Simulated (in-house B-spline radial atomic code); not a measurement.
Configurations of the scandium ion Sc⁵⁺, with energies counted from [Ne] 3s2 3p4. Level of theory: Dirac-Hartree-Fock, average of configuration, Fermi nucleus of rms radius 3.5459 fm; calculated with an all-electron radial atomic-structure program (B-spline basis). Energies include first-order Breit, QED and recoil terms.

Occupations are held fixed; configurations that lie above the ionisation limit could autoionise.

| configuration | E - E(ref) (eV) | highest orbital | its <r> (bohr) |
| --- | --- | --- | --- |
| [Ne] 3s2 3p3 3d1 | 34.989 | 3d5/2 | 1.128 |
| [Ne] 3s2 3p3 4d1 | 74.739 | 4d5/2 | 2.808 |
| [Ne] 3s2 3p3 5s1 | 81.561 | 5s1/2 | 4.051 |
| [Ne] 3s2 3p3 6s1 | 92.599 | 6s1/2 | 6.316 |
| [Ne] 3s1 3p4 4d1 | 100.4 | 4d5/2 | 2.802 |
| [Ne] 3s2 3p3 7d1 | 100.97 | 7d5/2 | 10.54 |
| [Ne] 3s1 3p4 5f1 | 117.72 | 5f7/2 | 5.05 |
| [Ne] 3s1 3p4 5g1 | 118.21 | 5g9/2 | 4.571 |

Task: Order these further configurations by energy, lowest first.
A. [Ne] 3s1 3p4 3d1
B. [Ne] 3s1 3p4 6f1
C. [Ne] 3s2 3p3 7f1
D. [Ne] 3s2 3p3 7s1
E. [Ne] 3s2 3p3 5d1

Result: A (60.057 eV), E (89.266 eV), D (98.557 eV), C (101.88 eV), B (123.89 eV).

Task: How far above the reference does [Ne] 3s1 3p4 7f1 lie?

Result: 127.61 eV; its least bound orbital is 7f7/2 with <r> = 10.96 bohr.

Task: How far above the reference does [Ne] 3s2 3p3 5g1 lie?

Result: 92.469 eV; its least bound orbital is 5g9/2 with <r> = 4.572 bohr.

Task: How far above the reference does [Ne] 3s1 3p4 6g1 lie?

Result: 124.19 eV; its least bound orbital is 6g9/2 with <r> = 7.313 bohr.
